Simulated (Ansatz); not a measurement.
Ansatz results at the PBE0-D4/def2-TZVP geometry: size of the dipole moment (ωB97M-V/def2-TZVPP) 1.74 D; HOMO energy (ωB97M-V/def2-TZVPP) -10.09 eV; HOMO–LUMO gap (ωB97M-V/def2-TZVPP) 9.20 eV.

Each molecule was computed in one conformer, which needn't be the lowest.

(1) Which molecule gave them?
A. `C[O][Mo]([OH])([Cl])([O]C)([O]C)[O]C`
B. `[O]=[Mo]([F])([F])([F])[F]`
C. `[CH3][Mo](=[O])(=[S])[Cl]`
D. `[OH][Mo]([OH])(=[S])=[S]`

## Answers

(1) A. The others give `[CH3][Mo](=[O])(=[S])[Cl]`: 2.20, -10.10, 8.58; `[OH][Mo]([OH])(=[S])=[S]`: 1.80, -9.28, 8.13; `[O]=[Mo]([F])([F])([F])[F]`: 1.22, -13.46, 11.61.
